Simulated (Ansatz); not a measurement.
The cluster V₃O₂⁺, relaxed as a singlet with RKS PBE-D4/def2-SVP in Ansatz, starting from the GFN2-xTB geometry. Force threshold 0.02 eV/Å.

The relaxation made no stability test and no search for a lower SCF solution. No other spin state of charge 1 was run. The structure comes from a short search, and lower isomers may exist.

Start:

```xyz
5

V     0.2826   -0.6921   -1.5070
V    -1.1905    1.0179    0.6849
V     0.4742    0.3417    1.9557
O    -0.8218    0.2859   -0.7778
O     1.2555   -0.9534   -0.3558
```

| step | energy (eV) | largest force component (eV/Å) | SCF passes |
| --- | --- | --- | --- |
| 1 | -81113.6927 | 5.276 | 80 |
| 2 | -81114.8623 | 4.076 | 45 |
| 3 | -81115.6014 | 3.079 | 49 |
| 4 | -81116.3556 | 1.152 | 54 |
| 5 | -81116.4565 | 0.825 | 59 |
| 6 | -81116.6331 | 1.641 | 62 |
| 7 | -81116.6662 | 2.084 | 53 |
| 8 | -81116.9576 | 0.597 | 62 |
| 9 (rejected) | -81116.8678 | 0.717 | 46 |
| 10 | -81116.9938 | 0.207 | 46 |
| 11 | -81117.0014 | 0.133 | 43 |
| 12 | -81117.0146 | 0.165 | 53 |
| 13 | -81117.0344 | 0.426 | 68 |
| 14 | -81117.0406 | 0.556 | 56 |
| 15 | -81117.1702 | 0.816 | 51 |
| 16 | -81117.3824 | 1.144 | 41 |
| 17 | -81117.4584 | 0.740 | 39 |
| 18 | -81117.4943 | 0.250 | 36 |
| 19 | -81117.4986 | 0.134 | 28 |
| 20 | -81117.4998 | 0.076 | 29 |
| 21 | -81117.5007 | 0.037 | 29 |
| 22 (rejected) | -81117.4993 | 0.129 | 28 |
| 23 | -81117.5009 | 0.022 | 29 |
| 24 | -81117.5009 | 0.009 | 30 |

Force components are those of the run's own axes.

End:

```xyz
5

V     0.014   -0.886   -0.701
V    -1.012    0.954    0.641
V     0.343   -0.307    1.351
O    -0.875    0.597   -1.078
O     1.529   -0.358   -0.212
```

By distances, no bond broke or formed, bridged metal pairs apart. The bond that changes most is V3–O5, from 2.76 to 1.96 Å (atoms count from 1). A close non-bonded pair moves further: V1–V3, from 3.62 to 2.16 Å. Metal–metal contacts that move far: V1–V3 3.62 to 2.16 Å. The end is the same structure that another start reached, the lowest one found.

No frequencies were taken in this run, so the end may be a saddle point.

It took 39 s on 4 threads of Arm Neoverse V2 on a shared host.
